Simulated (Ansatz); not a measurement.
The same ligand exchange along the group Si, Ge, Sn.

Program: Ansatz. Geometries: PBE0-D4/def2-TZVP. ΔE: electronic, gas phase. CCSD(T)/CBS adds triple-zeta CCSD(T) − MP2 to the extrapolated MP2 energy (def2 sets, frozen cores). This one scheme is used for every species. DFT in def2-TZVPP. Elements past krypton have def2 core potentials. For Ge, Sn outer-core shells are correlated without core-valence functions, which leaves a few kJ/mol of doubt a bond. Scalar relativity is left out up to krypton. Each species was taken in one conformer, which may not be the lowest.

| reaction | CCSD(T)/CBS(def2) (kcal/mol) |
| --- | --- |
| `O[SiH2]S` + HCl → `S[SiH2]Cl` + H₂O | -0.2 |
| `[OH][GeH2][SH]` + HCl → `[SH][GeH2][Cl]` + H₂O | ? |
| `[OH][SnH2][SH]` + HCl → `[SH][SnH2][Cl]` + H₂O | -17.1 |

Problem. Fill in the missing values. (Estimate.)

Solution. Ansatz gave: `[OH][GeH2][SH]` + HCl → `[SH][GeH2][Cl]` + H₂O: -10.5 kcal/mol.

Largest T1 diagnostic: 0.013, for `[OH][SnH2][SH]`.
